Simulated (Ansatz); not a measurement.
```yaml
crystal:
  periodic: [false, false, false]
  atoms:
    - {symbol: C, position_ang: [-0.791534, 2.044728, -0.795041]}
    - {symbol: C, position_ang: [-0.321723, 0.932337, -0.303884]}
    - {symbol: C, position_ang: [0.128265, -0.201815, 0.153613]}
    - {symbol: C, position_ang: [0.976921, -0.313390, 1.393378]}
    - {symbol: Ga, position_ang: [-0.401287, -1.751334, -0.921806]}
    - {symbol: H, position_ang: [-1.758636, 2.429273, -0.489167]}
    - {symbol: H, position_ang: [-0.226855, 2.620970, -1.520186]}
    - {symbol: H, position_ang: [1.942297, -0.772663, 1.164416]}
    - {symbol: H, position_ang: [1.160755, 0.663118, 1.845740]}
    - {symbol: H, position_ang: [0.495135, -0.951608, 2.138920]}
    - {symbol: H, position_ang: [-1.284987, -1.519943, -2.192234]}
    - {symbol: H, position_ang: [0.081639, -3.179663, -0.473740]}
basis:
  gaussian: {orbitals: aug-cc-pVDZ, fitting: {mean_field: def2-universal-jkfit}}
total_charge: -1
magnetization: {spin_polarized: true, initial_magnetization: 1}
hamiltonian: {xc: {name: HF}}
correlation: {active_space: {window: {electrons: 2, orbitals: 1}}}
output: {forces: true}
```

```sh
$ ansatz run in.yaml --threads 4 --pin off --events-out ev --progress --plain --max-ram 10444MiB
```

Question: How does Ansatz answer? (Best estimate.)

Answer: Ansatz gave: The input was rejected before any iteration.
```
Error: invalid value for `correlation.active_space`: it starts from restricted Hartree–Fock orbitals; set hamiltonian.xc: hf without magnetization.spin_polarized
```
